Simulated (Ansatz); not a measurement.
F6Mo, SMILES [F][Mo]([F])([F])([F])([F])[F] (connectivity only; charge and spin as stated), charge -1, multiplicity 2. Atoms are numbered in the order given.

```xyz
7

Mo     0.0000     0.0000     0.0000
F      0.0000     0.0000    -1.8649
F      0.0000     0.0000     1.8649
F     -1.9130     0.0000     0.0000
F      0.0000    -1.9130     0.0000
F      0.0000     1.9130     0.0000
F      1.9130     0.0000     0.0000
```
Charge -1, spin multiplicity 2.

The structure is a stationary point at B3LYP-D3(BJ)/def2-SVPD. The multiplicity is an assumed one; no other spin state was optimised. The isomer is the one that the SMILES or the coordinates give; other isomers of the formula were not compared. The def2 effective core potentials stand for the cores of Mo; spin–orbit coupling is left out.

Two levels are set side by side: PBE-D3(BJ)/def2-SVPD (Ansatz, a quantum-chemistry and plane-wave program) and B3LYP-D3(BJ)/def2-SVPD (Ansatz). Each level has its own optimised geometry; the coordinates shown are those of the second. Differences are taken from unrounded values.

| quantity | B3LYP-D3(BJ) |
|---|---|
| mean bond length (Å) | 1.897 |
| bond Mo1–F2 (Å) | 1.865 |
| bond Mo1–F3 (Å) | 1.865 |
| bond Mo1–F4 (Å) | 1.913 |
| bond Mo1–F5 (Å) | 1.913 |
| bond Mo1–F6 (Å) | 1.913 |
| bond Mo1–F7 (Å) | 1.913 |

**Question.** What does PBE-D3(BJ) give, and how far is it from B3LYP-D3(BJ)? (Estimate from the structure and the level; the computed values follow.)

**Answer.** 
| quantity | PBE-D3(BJ) | PBE-D3(BJ) minus B3LYP-D3(BJ) |
|---|---|---|
| mean bond length (Å) | 1.909 | 0.012 |
| bond Mo1–F2 (Å) | 1.900 | 0.035 |
| bond Mo1–F3 (Å) | 1.900 | 0.035 |
| bond Mo1–F4 (Å) | 1.900 | -0.013 |
| bond Mo1–F5 (Å) | 1.926 | 0.013 |
| bond Mo1–F6 (Å) | 1.926 | 0.013 |
| bond Mo1–F7 (Å) | 1.900 | -0.013 |

GGA bonds tend to be longer and softer than those of functionals with exact exchange. Differences between two approximate levels are no errors against the true value.
